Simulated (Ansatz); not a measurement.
Program: Ansatz. Geometries: PBE0-D4/def2-TZVP. ΔE: electronic, gas phase. CCSD(T)/CBS is the MP2 limit (def2-TZVPP, def2-QZVPP) plus CCSD(T) − MP2 in def2-TZVPP, frozen cores. This one scheme is used for every species. One conformer a species, not always the lowest.

Reaction (formal hydrolysis of the Si–B bond): `B[SiH2]CN` + H₂O → `NC[SiH2]O` + BH₃

Q: Is it downhill or uphill in electronic energy at CCSD(T)/CBS, and by how much? (Best estimate.)

A: Ansatz gave: Downhill: ΔE = -113.5 kJ/mol.

Q: What do these levels give: HF/def2-SVP, CCSD/def2-SVP, CCSD(T)/def2-SVP, SCS-MP2/def2-TZVPP, CCSD(T)/def2-TZVPP, CCSD/CBS(def2)? (An estimate is asked.)

A: The calculation gave: HF/def2-SVP -126.4, CCSD/def2-SVP -112.9, CCSD(T)/def2-SVP -111.9, SCS-MP2/def2-TZVPP -126.8, CCSD(T)/def2-TZVPP -115.8, CCSD/CBS(def2) -115.2 kJ/mol.

Largest T1 diagnostic among the species: 0.011.

From BLYP to BHLYP (50 % exact exchange), in def2-TZVPP and without D4, ΔE moves by −14.5 kJ/mol. In def2-TZVPP, CCSD(T) changes the Hartree–Fock value by +19.8 kJ/mol (the triples alone add +1.7 kJ/mol) and MP2 by +11.2 kJ/mol. Leaving LDA and LC-ωPBE aside and taking each functional with its dispersion term where it has one, the values, not all of them listed here, spread over 29.5 kJ/mol, from BHLYP-D4 to PBE-D4. LDA lies −3.4 kJ/mol from PBE without D4.
